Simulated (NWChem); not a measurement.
System: HSeSCl; SMILES S[Se]Cl

NWChem printed, in part:

```
             Northwest Computational Chemistry Package (NWChem) 7.3.0
             --------------------------------------------------------

 C1  symmetry detected

                             Geometry "geometry" -> ""
                             -------------------------

 Output coordinates in angstroms (scale by  1.889725989 to convert to a.u.)

  No.       Tag          Charge          X              Y              Z
 ---- ---------------- ---------- -------------- -------------- --------------
    1 Se                  34.0000     0.67409887    -0.03276921     0.00659353
    2 Cl                  17.0000    -0.62237416     1.79304787     0.01078837
    3 S                   16.0000    -0.71285872    -1.71980470     0.05526172
    4 H                    1.0000    -0.93326121    -1.85078547    -1.29176995

 Effective nuclear repulsion energy (a.u.)     324.3545237081

                                 NWChem DFT Module
                                 -----------------

 Summary of "ao basis" -> "ao basis" (spherical)
 ------------------------------------------------------------------------------
       Tag                 Description            Shells   Functions and Types
 ---------------- ------------------------------  ------  ---------------------
 Se                          3-21g                  10       22   5s4p1d
 Cl                          3-21g                   7       13   4s3p
 S                           3-21g                   7       13   4s3p
 H                           3-21g                   2        2   2s

            General Information
            -------------------
          SCF calculation type: DFT
          Wavefunction type:  closed shell.
          No. of atoms     :     4
          No. of electrons :    68
           Alpha electrons :    34
            Beta electrons :    34
          Charge           :     0
          Spin multiplicity:     1
          Use of symmetry is: off; symmetry adaption is: off
          Maximum number of iterations: 150
          AO basis - number of functions:    50
                     number of shells:    26
          Convergence on energy requested:  1.00D-06
          Convergence on density requested:  1.00D-05
          Convergence on gradient requested:  5.00D-04

              XC Information
              --------------
                  TPSS metaGGA Exchange Functional  1.000
             TPSS03 metaGGA Correlation Functional  1.000

             Grid Information
             ----------------
          Grid used for XC integration:  medium
          Radial quadrature: Mura-Knowles
          Angular quadrature: Lebedev.
          Tag              B.-S. Rad. Rad. Pts. Rad. Cut. Ang. Pts.
          ---              ---------- --------- --------- ---------
          Se                  1.15      112           8.0       590
          Cl                  1.00       88          10.0       590
          S                   1.00       88          10.0       590
          H                   0.35       45          10.0       434
          Grid pruning is: on
          Number of quadrature shells:   333
          Spatial weights used:  Erf1

      Superposition of Atomic Density Guess
      -------------------------------------

 Sum of atomic energies:       -3241.77413388

      Non-variational initial energy
      ------------------------------

 Total energy =   -3242.163669
 1-e energy   =   -5159.874758
 2-e energy   =    1593.356566
 HOMO         =      -0.224586
 LUMO         =      -0.051340

     ---------------------------------------------
      Total Density - Mulliken Population Analysis
     ---------------------------------------------

    Atom       Charge   Shell Charges
 -----------   ------   -------------------------------------------------------
    1 Se  34    33.54   2.00  2.00  5.99  2.00  5.96  0.79  1.64  1.15  2.01  9.99
    2 Cl  17    17.43   2.00  1.96  5.91  1.14  3.05  0.86  2.51
    3 S   16    16.27   2.00  1.96  5.89  1.01  2.34  0.92  2.15
    4 H    1     0.76   0.35  0.42

   convergence    iter        energy       DeltaE   RMS-Dens  Diis-err
 ---------------- ----- ----------------- --------- --------- ---------
 d= 0,ls=0.0,diis     1  -3244.8324743026 -3.57D+03  2.98D-02  4.78D-01
 d= 0,ls=0.0,diis     2  -3244.7904740721  4.20D-02  2.53D-02  5.15D-01
 d= 0,ls=0.0,diis     3  -3244.8612455323 -7.08D-02  1.10D-02  1.72D-01
 d= 0,ls=0.0,diis     4  -3244.8949428747 -3.37D-02  3.48D-03  6.93D-03
 d= 0,ls=0.0,diis     5  -3244.8952640117 -3.21D-04  1.86D-03  4.58D-03
  Resetting Diis
 d= 0,ls=0.0,diis     6  -3244.8962189838 -9.55D-04  1.81D-04  4.93D-05
 d= 0,ls=0.0,diis     7  -3244.8962291317 -1.01D-05  9.04D-05  1.26D-06
 d= 0,ls=0.0,diis     8  -3244.8962286934  4.38D-07  6.05D-05  3.35D-06
 d= 0,ls=0.0,diis     9  -3244.8962293765 -6.83D-07  1.39D-05  3.10D-07
 d= 0,ls=0.0,diis    10  -3244.8962294356 -5.91D-08  1.18D-06  9.96D-10

         Total DFT energy =    -3244.896229435627
      One electron energy =    -5158.205818396332
           Coulomb energy =     1730.205853178600
    Exchange-Corr. energy =     -141.250787925986
 Nuclear repulsion energy =      324.354523708090

 Numeric. integr. density =       67.999996010533

                       DFT Final Molecular Orbital Analysis
                       ------------------------------------

 Vector   32  Occ=2.000000D+00  E=-2.902763D-01
              MO Center= -5.6D-01,  1.1D+00,  2.6D-02, r^2= 3.2D+00
   Bfn.  Coefficient  Atom+Function         Bfn.  Coefficient  Atom+Function
  ----- ------------  ---------------      ----- ------------  ---------------
    29      0.505415  2 Cl px                33      0.420165  2 Cl px
    25     -0.235192  2 Cl px                14     -0.217531  1 Se s
    30      0.216809  2 Cl py                34      0.191813  2 Cl py
    46      0.192139  3 S  px                42      0.186650  3 S  px
    43      0.145986  3 S  py                11     -0.137555  1 Se px

 Vector   33  Occ=2.000000D+00  E=-2.765231D-01
              MO Center= -6.6D-01, -1.0D+00,  4.6D-02, r^2= 3.4D+00
   Bfn.  Coefficient  Atom+Function         Bfn.  Coefficient  Atom+Function
  ----- ------------  ---------------      ----- ------------  ---------------
    42      0.420331  3 S  px                46      0.386811  3 S  px
    43     -0.310107  3 S  py                47     -0.298818  3 S  py
    30     -0.285396  2 Cl py                34     -0.258087  2 Cl py
    38     -0.199068  3 S  px                39      0.147106  3 S  py
    14     -0.146123  1 Se s                 26      0.131807  2 Cl py

 Vector   34  Occ=2.000000D+00  E=-2.281996D-01
              MO Center=  2.4D-01,  3.4D-01, -2.1D-02, r^2= 3.0D+00
   Bfn.  Coefficient  Atom+Function         Bfn.  Coefficient  Atom+Function
  ----- ------------  ---------------      ----- ------------  ---------------
    17      0.521382  1 Se pz                13      0.466123  1 Se pz
    31     -0.351361  2 Cl pz                35     -0.309777  2 Cl pz
     9     -0.287421  1 Se pz                50      0.183266  4 H  s
    27      0.161315  2 Cl pz                45     -0.152455  3 S  s
     5      0.092418  1 Se pz                44     -0.092029  3 S  pz

 Vector   35  Occ=0.000000D+00  E=-1.365257D-01
              MO Center=  5.0D-02,  3.0D-01,  1.4D-02, r^2= 3.6D+00
   Bfn.  Coefficient  Atom+Function         Bfn.  Coefficient  Atom+Function
  ----- ------------  ---------------      ----- ------------  ---------------
    15      0.633028  1 Se px                34     -0.460347  2 Cl py
    14     -0.432881  1 Se s                 11      0.386620  1 Se px
    30     -0.352094  2 Cl py                47      0.341447  3 S  py
    16     -0.312755  1 Se py                32      0.299609  2 Cl s
    33      0.260980  2 Cl px                43      0.242403  3 S  py

 Vector   36  Occ=0.000000D+00  E=-9.527932D-02
              MO Center=  1.4D-01, -5.4D-01,  1.1D-02, r^2= 3.6D+00
   Bfn.  Coefficient  Atom+Function         Bfn.  Coefficient  Atom+Function
  ----- ------------  ---------------      ----- ------------  ---------------
    16      0.807032  1 Se py                45      0.530351  3 S  s
    47      0.500894  3 S  py                46      0.490044  3 S  px
    12      0.412203  1 Se py                15      0.367676  1 Se px
    14     -0.360078  1 Se s                 42      0.290940  3 S  px
    43      0.261612  3 S  py                 8     -0.252923  1 Se py

 Vector   37  Occ=0.000000D+00  E=-1.103705D-02
              MO Center= -8.2D-01, -1.8D+00, -7.1D-01, r^2= 2.4D+00
   Bfn.  Coefficient  Atom+Function         Bfn.  Coefficient  Atom+Function
  ----- ------------  ---------------      ----- ------------  ---------------
    50      1.434711  4 H  s                 48      0.957095  3 S  pz
    45     -0.733152  3 S  s                 44      0.414827  3 S  pz
    49      0.226429  4 H  s                 40     -0.180980  3 S  pz
    17     -0.167770  1 Se pz                46      0.164194  3 S  px
    41     -0.155905  3 S  s                 37      0.129344  3 S  s

     ---------------------------------------------
      Total Density - Mulliken Population Analysis
     ---------------------------------------------

    Atom       Charge   Shell Charges
 -----------   ------   -------------------------------------------------------
    1 Se  34    33.77   2.00  2.00  5.99  2.00  5.94  0.90  1.97  1.11  1.86  9.99
    2 Cl  17    17.23   2.00  1.96  5.89  1.18  3.02  0.87  2.31
    3 S   16    16.13   2.00  1.96  5.87  1.07  2.47  0.95  1.81
    4 H    1     0.88   0.45  0.43

     -------------------------------------------
      Total Density - Lowdin Population Analysis
     -------------------------------------------

    Atom       Charge   Shell Charges
 -----------   ------   -------------------------------------------------------
    1 Se  34    33.75   2.00  1.99  5.99  2.00  5.78  0.96  2.01  0.90  2.13  9.99
    2 Cl  17    17.23   2.00  1.96  5.83  1.07  2.93  0.92  2.53
    3 S   16    16.09   2.00  1.96  5.80  0.99  2.35  0.85  2.14
    4 H    1     0.92   0.44  0.48

     Multipole analysis of the density
     ---------------------------------

     L   x y z        total         alpha         beta         nuclear
     -   - - -        -----         -----         ----         -------
     0   0 0 0     -0.000000    -34.000000    -34.000000     68.000000

     1   1 0 0      0.306242      0.153121      0.153121      0.000000
     1   0 1 0     -0.723126     -0.361563     -0.361563      0.000000
     1   0 0 1     -0.547170     -0.273585     -0.273585      0.000000

     2   2 0 0    -33.305114    -72.069255    -72.069255    110.833395
     2   1 1 0      1.208415     -2.289726     -2.289726      5.787867
     2   1 0 1      1.102366     -0.541978     -0.541978      2.186322
     2   0 2 0    -35.042140   -205.789222   -205.789222    376.536305
     2   0 1 1      2.011988     -1.121756     -1.121756      4.255501
     2   0 0 2    -33.373900    -19.759829    -19.759829      6.145759
```

Level: TPSS/3-21G. Geometry: optimised at PBE-D3(BJ)/def2-SVP.

Write an input that gives this output.

Several could match; the one computed here: the input that was run:
```
start job
memory heap 200 mb stack 900 mb global 1100 mb
geometry units angstroms noautoz
  Se     0.676757    -0.015696     0.014284
  Cl    -0.636542     1.798047     0.021355
  S     -0.694575    -1.715575     0.058653
  H     -0.912927    -1.845850    -1.288781
end
basis spherical
  * library 3-21g
end
dft
  xc xtpss03 ctpss03
  iterations 150
  mulliken
end
task dft energy
```
